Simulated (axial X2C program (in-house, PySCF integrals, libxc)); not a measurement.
**What spin–orbit coupling does to AlAg**

Computed with an in-house all-electron X2C program for linear molecules (integrals from PySCF). Spin-free means the one-electron spin-free X2C Hamiltonian; two-component (2c) means X2C with spin–orbit coupling and atomic mean-field two-electron Coulomb and Gaunt terms, so the difference of the two also holds small scalar two-electron terms. Basis: Ag dyall-cv3z [12s12p8d5f3g], Al dyall-v3z [8s8p2d1f] (cores contracted in-house); Gaussian nuclei, density fitting, unrestricted open shells. Masses: Ag 106.905 u, Al 26.982 u.

Spin-free state: M_S = 0, Λ = 0 (closed shell); fragments Ag + Al.

```tsv
level	Re (Å)	ωe (cm⁻¹)	De (eV)	μ (D)
PBE0	2.517	245.2	1.884	0.35
HF	2.711	198.9	0.513	-1.10
MP2	2.446	269.5	2.055	n/a
M06	2.559	240.5	2.147	1.21
```

Correlated methods: 14 electrons correlated (number of frozen shells: Ag 4 s, 3 p, 1 d; Al 2 s, 1 p), 250 virtual spin orbitals or spinors in MP2.

Dipoles are positive if Al is the positive end.

Two-component determinant lowest at the distance of the search:

Ω = 0 (closed shell); fragments Ag + Al.

```tsv
level	Re (Å)	ωe (cm⁻¹)	De (eV)	μ (D)
PBE0	2.518	245.1	1.884	0.35
HF	2.711	198.8	0.465	-1.09
MP2	2.446	269.2	2.049	n/a
M06	2.560	240.4	2.142	1.21
```

Question: From the two tables, how do the constants change at the MP2 level (2c against spin-free)?

Answer: At the MP2 level Re is unchanged within 0.001 Å and ωe decreases by 0.3 cm⁻¹; De changes by -0.006 eV.

Occupations by symmetry block were frozen at the best pattern of an incomplete PBE0 search. The closed shell is kept restricted, so the energy runs too high when the bond is stretched far. Dissociation energies refer to the lowest single-determinant-based atoms at the same level and basis. The 2c atoms are single determinants rather than J levels; their spin–orbit lowering is only partly caught, and De is too large by that part. This holds for PBE0, M06. Without a current term, density functionals place determinants with orbital angular momentum somewhat too high.
